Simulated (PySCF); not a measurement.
All of these have the formula C5H12N2. The calculation used PySCF, TDDFT B3LYP/def2-SVPD, vertical, gas phase, core orbitals frozen in the response. Geometries: GFN2-xTB; one conformer of each isolated species. Triplets are in the Tamm–Dancoff approximation. 'Strongest' means the level of largest summed f among the lowest 8 singlets; it needn't be the same kind of state in each.

Question: Rank by computed lowest triplet energy, lowest first.
A. `C=CN(C)NCC`
B. `N(/NC)=C\CCC`
C. `CNN1CCCC1`
D. `C[C@H]1CCN(C)N1`
E. `C([C@H](N)CCN)=C`

Answer: B (3.70 eV), A (3.96 eV), E (4.57 eV), C (5.28 eV), D (5.55 eV).

```csv
SMILES,T1 (eV),HOMO (eV),strongest (eV),f (strongest),first f ≥ 0.01 (nm),LUMO (eV),S1 mainly
CCC/C=N/NC,3.70,-5.82,5.47,0.23,231,0.06,H→L+1 (71%)
C=CN(C)NCC,3.96,-5.49,5.69,0.13,245,0.35,H→L (88%)
C=C[C@H](N)CCN,4.57,-6.45,6.03,0.02,211,-0.09,H→L (88%)
CNN1CCCC1,5.28,-5.95,5.40,0.02,230,0.34,H→L (98%)
C[C@H]1CCN(C)N1,5.55,-6.11,6.12,0.02,221,0.38,H→L (96%)
```

H and L stand for HOMO and LUMO.

- `CCC/C=N/NC`: Löwdin shares by element: HOMO nitrogen 56%, carbon 26% or more (atoms not listed hold the other 18%); LUMO nitrogen 40%, carbon 26% or more, hydrogen 7% or more (atoms not listed hold the other 28%).
- `C=CN(C)NCC`: Löwdin shares by element: HOMO carbon 40% or more, nitrogen 39% (atoms not listed hold the other 20%); LUMO carbon 46% or more (atoms not listed hold the other 54%).
- `C=C[C@H](N)CCN`: Löwdin shares by element: HOMO nitrogen 61%, carbon 17% or more (atoms not listed hold the other 22%); LUMO carbon 65% or more, hydrogen 12% or more (atoms not listed hold the other 24%).
- `CNN1CCCC1`: Löwdin shares by element: HOMO nitrogen 65%, carbon 12% or more (atoms not listed hold the other 22%); LUMO carbon 22% or more, hydrogen 18% or more (atoms not listed hold the other 60%).
- `C[C@H]1CCN(C)N1`: Löwdin shares by element: HOMO nitrogen 65%, carbon 14% or more (atoms not listed hold the other 20%); LUMO carbon 40% or more (atoms not listed hold the other 60%).
